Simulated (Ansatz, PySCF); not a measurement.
System: GeO3 (charge 0, singlet). 
Structure (B3LYP-D3(BJ)/def2-TZVP (Ansatz, a first-principles code) minimum search):
```xyz
4

Ge     0.0017    -0.2139     0.0003
O      0.0146    -1.8403     0.0022
O      0.8015     1.3544     0.0182
O     -0.8229     1.3415    -0.0215
```
Charge 0, spin multiplicity 1.

Quantity: atomisation energy (electronic, to ground-state atoms), in kJ/mol. Correlated levels leave the core frozen unless marked. UHF or UKS for open shells. No spin-orbit coupling. Frozen are the shells of the preceding noble gas and the d and f shells that filled before the atom's block. No relativistic terms. The coupled-cluster limit lacks core correlation, which all-electron functionals hold. Basis-set limits of correlation are two-point, X^-3; Hartree-Fock from the larger set.

```
level                                program  atomisation energy (kJ/mol)
----------------------------  --------------  ---------------------------
HF/STO-3G                             Ansatz                        110.5
PBE-D4/def2-TZVPD             Ansatz + dftd4                       1278.6
BLYP/def2-TZVPD                       Ansatz                       1204.9
B3LYP-D4/def2-TZVPD           Ansatz + dftd4                       1114.4
BHLYP-D3(BJ)/def2-TZVPD       Ansatz + dftd3                        907.9
TPSSh-D4/def2-TZVPD            PySCF + dftd4                       1126.3
HSE06/def2-TZVPD                      Ansatz                       1103.2
MP2/aug-cc-pVTZ                       Ansatz                       1249.0
CCSD/cc-pVDZ                          Ansatz                        853.9
CCSD(T)/CBS(cc-pVTZ,cc-pVQZ)          Ansatz                       1167.3
```

The Hartree-Fock reference is unstable (checked in the largest basis), which strains HF and MP2.
